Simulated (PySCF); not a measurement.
Breaking a bond: OH (cation, charge +1), triplet.

UKS-wB97X-V = unrestricted wB97X-V/cc-pVTZ in PySCF; NEVPT2 = SC-NEVPT2 on CASSCF(6,5)/cc-pVTZ, all electrons correlated (PySCF); ROKS-CAM-B3LYP = restricted open-shell CAM-B3LYP/cc-pVTZ run with PySCF 2.14.0; UCCSD(T) = CCSD(T) on UHF/cc-pVTZ, 1 core orbital frozen (PySCF).

Energies are in kcal/mol, each relative to the lowest point of its own curve near equilibrium.

```
R / Å  UKS-wB97X-V  NEVPT2  ROKS-CAM-B3LYP  UCCSD(T)
-----  -----------  ------  --------------  --------
0.78          48.0    46.7            47.9      46.5
0.82          30.6    29.5            30.5      29.3
0.88          13.6    12.8            13.6      12.7
0.94           4.4     4.0             4.5       3.9
0.96           2.6     2.3             2.7       2.2
1.00    (withheld)     0.3      (withheld)       0.3
1.04           0.0     0.0             0.0       0.0
1.05           0.1     0.1             0.1       0.1
1.10           1.4     1.6             1.3       1.6
1.14           3.3     3.7             3.2       3.7
1.20           7.3     7.9             7.2       7.8
1.28          13.9    14.7            13.6      14.5
1.39          23.8    24.8            23.5      24.6
1.55          38.1    39.5            37.9      39.3
1.73          52.2    54.4            52.5      54.2
1.86          60.5    64.1            61.6      63.6
2.07          70.8    77.8            73.9      76.6
2.30          78.9    90.5            84.2      87.8
2.54          85.1   100.7            92.1      96.7
2.83          90.4   108.1            98.8     104.5
3.10          93.7   111.5           102.9     109.4
3.61          97.5   113.7           107.4     114.0
4.15          99.4   114.4           109.3     115.5
```

Some entries are withheld; supply them.


- 1.00, UKS-wB97X-V: 0.5
- 1.00, ROKS-CAM-B3LYP: 0.6

The unrestricted determinant behind UKS-wB97X-V is spin-contaminated at 1.86 to 4.15 Å (<S²> up to 2.5, against 2.00 for a pure triplet). At the longest distance UKS-wB97X-V, ROKS-CAM-B3LYP leaves fractional charges on the fragments, a sign of delocalisation error or of the restricted form. The unrestricted determinant behind UCCSD(T) is spin-contaminated at 1.55 to 4.15 Å (<S²> up to 3.0, against 2.00 for a pure triplet).
